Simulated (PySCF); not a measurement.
Species: C7H12.
Z-matrix (Å and degrees, PBE0-D3(BJ)/def2-SVP geometry), rows numbered from 1:
```
C 
C   1  1.5198
C   2  1.5316  1  113.42
C   3  1.4867  2  113.23  1   -62.61
C   4  1.3452  3  135.57  2   121.49
C   5  1.5090  4   94.48  3  -179.82
C   4  1.5153  3  130.87  2   -57.98
H   1  1.1021  2  111.13  3   -60.29
H   1  1.1015  2  111.27  3    59.04
H   1  1.1006  2  111.53  3   179.54
H   2  1.1028  1  109.88  3   121.98
H   2  1.1042  1  109.72  3  -122.08
H   3  1.1052  2  108.81  1   176.26
H   3  1.1034  2  110.02  1    59.82
H   5  1.0942  4  132.95  3     0.33
H   6  1.1031  5  116.02  4  -115.33
H   6  1.1031  5  116.04  4   115.90
H   7  1.1031  4  115.72  3    64.07
H   7  1.1032  4  115.55  3   -64.07
```

All values: B3LYP/def2-SVPD (PySCF, non-relativistic), on one gas-phase PBE0-D3(BJ)/def2-SVP geometry that isn't relaxed in the solvent. The solvent is an IEF-PCM continuum (Bondi radii, 1.10 Å for H, scaled by 1.2). Specific hydrogen bonds and non-electrostatic terms are outside this model.

Gas phase at B3LYP/def2-SVPD: HOMO -6.57 eV, LUMO 0.26 eV, dipole 0.41 D.

Task: What does the continuum do to the energy, the frontier levels and the dipole at B3LYP/def2-SVPD in dichloromethane and dimethylsulfoxide?

Result: 
```json
{"solvent": "dichloromethane", "ε": "8.93", "E(solvent) − E(gas) (kcal/mol)": "-0.95", "polarisation term (kcal/mol)": "-1.02", "distortion of the solute (kcal/mol)": "0.07", "HOMO (eV)": "-6.53", "LUMO (eV)": "0.33", "dipole (D)": "0.60"}
{"solvent": "dimethylsulfoxide", "ε": "46.83", "E(solvent) − E(gas) (kcal/mol)": "-1.12", "polarisation term (kcal/mol)": "-1.23", "distortion of the solute (kcal/mol)": "0.11", "HOMO (eV)": "-6.54", "LUMO (eV)": "0.33", "dipole (D)": "0.64"}
```

Polarisation term: ½ Σ q·V over the induced surface charges. Distortion: the rise of the solute's own energy as its density leaves the gas-phase optimum. From dichloromethane to dimethylsulfoxide the lowering changes by a factor 1.18, Onsager's factor (ε − 1)/(2ε + 1) by 1.15 and ε itself by 5.2.

Task: How does the static polarisability (B3LYP/def2-SVPD, frozen core, with the continuum's full static response) change?

Result: 
```json
{"medium": "gas", "isotropic (au)": "83.9", "principal values (au)": "73.3, 80.0, 98.4", "⟨r²⟩ of the electrons (bohr²)": "927.9"}
{"medium": "dichloromethane", "isotropic (au)": "109.6", "principal values (au)": "95.8, 107.2, 125.7", "⟨r²⟩ of the electrons (bohr²)": "927.6"}
{"medium": "dimethylsulfoxide", "isotropic (au)": "115.2", "principal values (au)": "101.0, 113.3, 131.2", "⟨r²⟩ of the electrons (bohr²)": "927.6"}
```

The isotropic value in dimethylsulfoxide is 1.37 times the gas-phase one; no cavity-field correction is applied. ⟨r²⟩ is taken about the centre of nuclear charge.
